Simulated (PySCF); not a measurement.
## Working out the ionisation energy of Zn

Zn [Ar] 3d10 4s2 (1S) → Zn⁺ [Ar] 3d10 4s1 (2S). Calculation: PySCF 2.14, in ANO-RCC-VTZP; the spin-free X2C one-electron Hamiltonian (Gaussian nucleus). Frozen: [Ne]. Energies in hartree (1 hartree = 27.21139 eV):

| part | Zn (lower) | Zn⁺ (upper) |
| --- | --- | --- |
| UHF | -1794.266445 | -1793.980569 |
| CCSD correlation | -0.756223 | -0.706032 |
| (T) | -0.020181 | -0.015168 |

Question: What does Hartree-Fock give?

Answer: (-1793.980569) − (-1794.266445) = 0.285876 hartree = 7.779 eV.

Question: What do CCSD and CCSD(T) give?

Answer: The CCSD correlation energies differ by 0.050191 hartree = 1.366 eV and the triples by 0.005013 hartree = 0.136 eV, so CCSD gives 9.145 eV and CCSD(T) 9.281 eV.

Measured between the centres of the two terms (NIST): 9.394 eV, so CCSD(T) (valence and next inner shell) is off by -0.113 eV.

What remains against the reference includes basis incompleteness, the frozen core and higher excitations.
